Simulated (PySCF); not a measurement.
Vertical excitations of a molecule C2H4BNO from TDDFT-LC-ωPBE/def2-SVPD (PySCF), as energy in eV (oscillator strength): 5.04 (0.000), 6.98 (0.116), 7.38 (0.002), 7.82 (0.019), 8.47 (0.001), 8.57 (0.026), 8.91 (0.002), 8.96 (0.577), 9.43 (0.429), 9.54 (0.005). Lowest triplet (TDA): 4.73 eV. Geometry: B3LYP-D3(BJ)/def2-SVP. Other conformers were not sampled.

Problem. Which structure fits?
(A) CB1N=CO1
(B) CBN=C=O
(C) C#CB(N)O
(D) OB1C=NC1

Solution. B, CBN=C=O
